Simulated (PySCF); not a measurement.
## Structure from NMR data

The spectra below were simulated for a compound C₄H₃Cl₂F₃Si.

$^{1}$H NMR (500 MHz, computed): δ 6.00 (m, 1H), 5.66 (m, 1H), 5.51 (m, 1H).

$^{13}$C{$^{1}$H} NMR (computed): δ 222.3 (C), 133.3 (C), 94.6 (CH), 89.3 (CH).

PySCF 2.14 calculation with geometry from GFN2-xTB and shieldings: GIAO PBE0/pcSseg-1; one averaged value for each set of equivalent atoms, non-relativistic, one conformer, no solvent model.

References, each an isolated molecule treated in the same way: TMS for $^{1}$H, $^{13}$C.

Q: What is the structure?

A: 
Rings plus π bonds: 2 (no ring in the answer). 4 carbon signals for 4 carbons: no two carbons are equivalent. Carbon types of the structure: 2 × C, 2 × CH, leaving 1 H on heteroatoms. δC 222.3: central carbon of an allene; the central sp carbon of an allene is among the most deshielded carbons of hydrocarbons. δC 133.3: CF3 carbon; 3 electronegative neighbours deshield it. δC 94.6, 89.3: terminal carbon of a cumulated C=C=C unit. δH 6.00: hydrogen on a silicon bonded to C, 2 Cl. δH 5.66, 5.51: hydrogen on a terminal carbon of a cumulated C=C=C unit; olefinic region.

These data were computed for `FC(F)(F)C=C=C[SiH](Cl)Cl`.

The shifts were computed for this structure.

Splittings by $^{19}$F in the carbon and heteronuclear signals aren't shown, as no couplings were computed. Shifts are as computed. Against solution values, carbons near 30 ppm lie about +3 ppm off and those near 130 ppm about +5 ppm. Of 1211 compounds with measured shifts, 218 miss one by over three times the rms of a fit or turn the order of signals round; such compounds aren't used in these exercises. No couplings were computed; multiplicities are counted from neighbouring protons, with m where these are inequivalent, close in shift, in a saturated or five-membered ring or joined by F or P, and br s for small geminal =CH2 splittings.
